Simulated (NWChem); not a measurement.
GaPH4O2; SMILES [OH][Ga]([OH])[PH2]

```xyz
8

Ga     0.0082     0.3220    -0.0067
O     -1.5421     1.2110    -0.0068
H     -1.4835     2.1710     0.0199
O      1.5508     1.2234     0.0341
H      1.4837     2.1829     0.0610
P      0.0164    -1.9716     0.0682
H      1.0751    -2.0548    -0.8874
H     -1.0157    -2.0632    -0.9154
```
Atoms are numbered in this order, from 1.

Computed with NWChem. Pople sets run with spherical d functions. The geometry was optimised at PBE0/def2-SVP. GIAO values for the isolated, static molecule; σ is the absolute isotropic shielding, δ = σ(reference) − σ with the isolated reference molecule computed at the same levels (1H: tetramethylsilane, 17O: water, 31P: phosphine).

```json
[
 {"level": "LDA (Slater exchange, VWN5)/pcSseg-1", "σ Ga1 (ppm)": "?", "δ O2 (ppm)": "?", "δ H3 (ppm)": "?", "δ P6 (ppm)": "?", "δ H7 (ppm)": "?"},
 {"level": "B3LYP/6-311G**", "σ Ga1 (ppm)": "1348.0", "δ O2 (ppm)": "92.3", "δ H3 (ppm)": "1.76", "δ P6 (ppm)": "-51.2", "δ H7 (ppm)": "1.45"},
 {"level": "PBE0/pcSseg-1", "σ Ga1 (ppm)": "1365.5", "δ O2 (ppm)": "76.4", "δ H3 (ppm)": "1.81", "δ P6 (ppm)": "-59.8", "δ H7 (ppm)": "1.33"}
]
```

Q: Some entries are withheld; supply them.

A: 
- LDA (Slater exchange, VWN5)/pcSseg-1, σ Ga1 (ppm): 1243.6
- LDA (Slater exchange, VWN5)/pcSseg-1, δ O2 (ppm): 113.0
- LDA (Slater exchange, VWN5)/pcSseg-1, δ H3 (ppm): 2.52
- LDA (Slater exchange, VWN5)/pcSseg-1, δ P6 (ppm): -38.7
- LDA (Slater exchange, VWN5)/pcSseg-1, δ H7 (ppm): 1.55
